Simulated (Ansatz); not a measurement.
A made-up structure of CH4NZn (charge +1), closed shell:

```
atom    x (Å)    y (Å)    z (Å)
  C1  -1.2536   0.4812   0.0581
  N2   0.1175   0.3646   0.4230
 Zn3   1.6313  -0.9682  -0.4332
  H4  -1.9950   1.2697   0.6195
  H5  -1.7165  -0.2114  -0.8305
  H6   0.4316   1.0654   1.2673
  H7   2.7847  -2.0015  -1.1042
```

It is relaxed with PBE-D4/def2-SVP and then PBE0-D4/def2-TZVP (Ansatz 0.2.0). Atoms count as bonded within 1.22 times the sum of their covalent radii (H–H: 0.88 Å). The end point is not checked to be a true minimum.

(1) Does its bonding change? (Judge from chemistry; the calculation decides.)

## Answers

(1) The calculation gives: No: no bond forms or breaks.

Where it ends: The first stage lowers the energy by 1.38 eV in 5 steps. It ends as CH₄NZn ([CH2][NH][ZnH]), total charge +1:
| atom | x (Å) | y (Å) | z (Å) |
| --- | --- | --- | --- |
| C1 | -1.1194 | 0.4296 | 0.0518 |
| N2 | 0.1048 | 0.3256 | 0.3776 |
| Zn3 | 1.4567 | -0.8643 | -0.3867 |
| H4 | -1.7811 | 1.1336 | 0.5533 |
| H5 | -1.5325 | -0.1888 | -0.7416 |
| H6 | 0.3852 | 0.9513 | 1.1315 |
| H7 | 2.4862 | -1.7872 | -0.9859 |

Labels in which every atom is bracketed show which atoms are joined, not bond orders.

For scale, one of the runs: PBE0-D4/def2-TZVP relaxation, 134 basis functions, launched by `ansatz run in.yaml --threads 2 --pin off --events-out ev --progress --plain --max-ram 4352MiB`. Hardware: 2 CPU threads of an Arm Neoverse V1, shared host. Wall time about 20 s.
